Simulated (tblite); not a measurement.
Compound: C5H5F3Si.
Atom-mapped SMILES: `[CH:1]#[C:2]/[C:3](=[CH:4]\[SiH3:5])[C:6]([F:7])([F:8])[F:9]` (hydrogens: H10 on C1; H11 on C4; H12, H13, H14 on Si5)

Structure optimised with GFN2-xTB, isolated species.

Q: What internal coordinates does the optimisation give?

A: 
```csv
bond,length (Å),order
C1≡C2,1.201,triple
C2–C3,1.413,single
C3=C4,1.334,double
C4–Si5,1.888,single
C3–C6,1.512,single
"C6–F7, C6–F8, C6–F9",1.344,single
C1–H10,1.049,single
C4–H11,1.081,single
"Si5–H12, Si5–H13, Si5–H14",1.462,single
```

Bonds in one row agree within 0.01 Å and their mean is given. Orders are formal, as drawn. A selection of angles:
```csv
angle,degrees
C1–C2–C3,176.7
C2–C3–C4,124.5
C2–C3–C6,113.0
C4–C3–C6,122.5
C3–C4–Si5,123.3
C3–C6–F7,112.2
C3–C6–F8,113.2
F7–C6–F8,106.3
```

Torsions: C2–C3–C4–Si5 0° (synperiplanar); C2–C3–C6–F7 60° (synclinal).

Si5 (SiH3 silicon) is tetrahedral (angles from 106.3° to 111.1°). The 4 C–C bonds span 1.201 Å (C1≡C2, drawn triple) to 1.512 Å (C3–C6, drawn single), a spread of 0.311 Å. Of the pairs four or more bonds apart, F8···H11 is among the closest relative to their van der Waals radii: 2.37 Å, 89 % of the sum of Bondi's values.

Point group: Cs (every atom within 0.08 Å of its image). Its lowest GFN2-xTB frequency is 13 cm⁻¹, too small to tell a flat minimum from a shallow saddle.

The numbers are calculated, not measured.
